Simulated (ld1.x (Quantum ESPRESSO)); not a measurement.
# Ba (Z = 56) TM: all-electron and pseudo phase curves

ld1.x (Quantum ESPRESSO) 7.5 input, shortened:

```
&input
   title='Ba', zed=56., rel=2, dft='PBE', iswitch=3,
   config='[Xe] 5d0 6s1.75 6p0.25', rel_dist='average'
 /
 &inputp
   pseudotype=2, tm=.true., lloc=1,
   nlcc=.false.
 /
3
6S  1  0   1.75   0.00  4.96  4.96  0.0
5D  3  2   0.00   0.00  4.96  4.96  0.0
6P  2  1   0.25   0.00  4.66  4.66  0.0
 &test
   configts(1)='5d0 6s1.75 6p0.25'
 /
```

Open shells are filled in proportion to 2j + 1 (rel_dist='average').

The phase is arctan(r·u′/u) with u = r·R(r), unwrapped; energies in Ry, scanned from -2 to 5 Ry. A pole is an energy at which the radial function vanishes at the test radius. The pseudo phase is shifted by a multiple of π to meet the all-electron one at the reference energy, and phase errors are pseudo minus all-electron; the curves can meet again beyond the range given. Levels narrower than the energy grid can be missing from the lists of poles. n/a: not evaluated, since a narrow level or a reset projector energy made the automatic matching unsafe.

Problem. For each channel, where are the poles, and over which energies does the pseudopotential scatter like the atom?

Solution.

```csv
channel,radius (bohr),reference energy (Ry),"poles, all-electron","poles, pseudo",unbroken range about the reference energy with phases within 0.05 rad,phase error 1 Ry above the reference energy (rad)
s,5.37,-0.25,"0.07, 2.05","0.06, 1.06, 2.90",below 0.3,-2.286
p1/2,5.37,-0.11,"0.44, 2.53","0.44, 1.89, 3.97",n/a,n/a
p3/2,5.37,-0.10,"0.50, 2.64","0.44, 1.89, 3.97",not even at the reference energy,-0.154
d3/2,5.37,-0.17,"-0.08, 1.30, 3.64","-0.07, 1.77, 4.87",below 0.2,+0.275
d5/2,5.37,-0.16,"-0.06, 1.32, 3.67","-0.06, 1.79, 4.88",below 0.2,+0.281
```

Phases in the s channel:

```csv
E (Ry),all-electron,pseudo
-2.00,1.426,1.425
-1.52,1.397,1.397
-1.04,1.341,1.340
-0.56,1.119,1.116
-0.08,-1.427,-1.432
0.40,-1.736,-1.831
0.88,-2.667,-4.596
1.36,-4.525,-4.843
1.84,-4.678,-6.542
2.32,-4.752,-7.732
2.80,-4.840,-7.839
3.28,-5.249,-7.912
3.76,-7.597,-8.086
4.24,-7.772,-10.699
4.72,-7.829,-10.928
```
